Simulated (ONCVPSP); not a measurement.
Varying the ONCV potential for Al

Base potential:

aluminium, optimised norm-conserving Vanderbilt (ONCV), made with ONCVPSP 4.0.1 (PBE, non-relativistic). Core [Ne], reference 3s2 (charge +1). Waves: 3s: rc 1.55 bohr, ncon 3, nbas 8, qcut 4 1/bohr, 3 projectors, debl 0.4 Ha; p scattering state at 0.26 Ha: rc 1.25 bohr, ncon 3, nbas 6, qcut 5.6 1/bohr, 1 projector; d scattering state at 0.05 Ha: rc 1.60 bohr, ncon 4, nbas 7, qcut 7 1/bohr, 2 projectors, debl 2.5 Ha. Local part: polynomial inside 1.20 bohr (lpopt 2, dvloc0 0 Ha). Core correction: none.

In the s channel the program set the typed energies aside and used -0.543, 0.250, 0.650 Ha.

All-electron outer shells of the reference configuration (PBE, non-relativistic, ld1.x):

```json
{"shell": "2p", "level (eV)": "-78.03", "outermost node (bohr)": "–", "outermost maximum (bohr)": "0.43"}
{"shell": "3s", "level (eV)": "-14.78", "outermost node (bohr)": "0.80", "outermost maximum (bohr)": "2.01"}
```

Cutoffs, loose and tight: the cutoffs (Ha) at which the residual kinetic energy of the hardest occupied pseudo-wave falls to 1 and 0.1 mHa per electron. They do not see the model core or the augmentation charge, which bear on the density cutoff. Test errors are all-electron minus pseudo excitation energies from the reference, over the configurations 3s2 3p1; 3s1; 3s2 3p0.5; 3s1 3p2. A dash means not determined; rows that change the core or the reference have their own tests.

For the base: The cutoffs count occupied waves only; projector 2 of the d channel, the hardest unoccupied one, needs 24 Ha at the loose tolerance.

A true bound ghost makes a file unfit for plane-wave use even where its test errors are small: the radial tests pick states by their node count and pass the ghost by.

| change | outcome | cutoff, loose | cutoff, tight | bound ghosts | GHOST(+) flags above zero | largest test error (meV) |
| --- | --- | --- | --- | --- | --- | --- |
| base | generated, projector energies reset by the program | 5.8 Ha | 7.9 Ha | s | s | +167 |
| local potential polynomial inside 0.80 bohr (lpopt 5, dvloc0 4 Ha) | generated, projector energies reset by the program | 5.8 Ha | 7.9 Ha | s | s | +186 |
| s: qcut 4.8 | generated, projector energies reset by the program | 5.8 Ha | 7.9 Ha | s | s | +169 |

Q: What comes out with this change to the base: s: ncon 4, nbas 9?

A: outcome: generated, projector energies reset by the program; cutoff, loose: 5.8 Ha; cutoff, tight: 61 Ha; bound ghosts: s; GHOST(+) flags above zero: s; largest test error (meV): +170.
